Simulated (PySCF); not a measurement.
1-bromo-3-fluoropropa-1,2-diene (C3H2BrF), SMILES FC=C=CBr. Geometry optimised at PBE-D3(BJ)/def2-SVP.

Problem. Give the equilibrium geometry at PBE-D3(BJ)/def2-SVP (PySCF confirms it by a frequency run) as Cartesian coordinates in Å. (The exact figures need the calculation; the answer reports its results.)

Solution. 
```xyz
7

F     -3.1895     0.3765    -0.9488
C     -2.4293    -0.4361    -0.1930
C     -1.1287    -0.5857    -0.3640
C      0.1646    -0.7674    -0.4864
Br     1.4700     0.2814     0.4386
H     -3.0125    -0.9701     0.5786
H      0.6280    -1.5323    -1.1306
```
Charge 0, spin multiplicity 1.
